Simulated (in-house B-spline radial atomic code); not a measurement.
A fraction x of an electron is removed from 2s in C³⁺, starting from [He] 2s1 and keeping the highest spin. All numbers are computed (non-relativistic M06-L, spin-polarised, spherical fractional occupations; point nucleus) with an all-electron radial atomic-structure program (B-spline basis), not measured.

| x | E(x) - E(0) (eV) | 2s up level (eV) |
| --- | --- | --- |
| 0 | 0.0000 | -57.935 |
| 0.07 | 4.0919 | -58.971 |
| 0.14 | 8.2553 | -59.980 |
| 0.34 | 20.5213 | -62.594 |
| 0.45 | 27.4727 | -63.772 |
| 0.5 | 30.6743 | -64.291 |
| 0.53 | 32.6077 | -64.603 |
| 0.72 | 45.0410 | -66.032 |
| 0.76 | 47.6838 | -66.092 |
| 0.99 | 62.9145 | -73.295 |
| 1 | 63.6531 | - |

The exact functional would give a straight line between the two integer points. Deviations E(x) - E(0) - x[E(1) - E(0)], in eV: -0.364 at x = 0.07, -0.656 at x = 0.14, -1.121 at x = 0.34, -1.171 at x = 0.45, -1.152 at x = 0.5, -1.128 at x = 0.53, -0.789 at x = 0.72, -0.693 at x = 0.76, -0.102 at x = 0.99.

The curve lies below the straight line by up to 1.171 eV (at x = 0.45): convex, the delocalisation error that favours fractional charges.

How well does Slater's transition state (minus the level at half occupation) give the ionisation energy?

It gives 64.291 eV against 63.653 eV from the two total energies; NIST lists 64.49 eV, ground level to ground level.
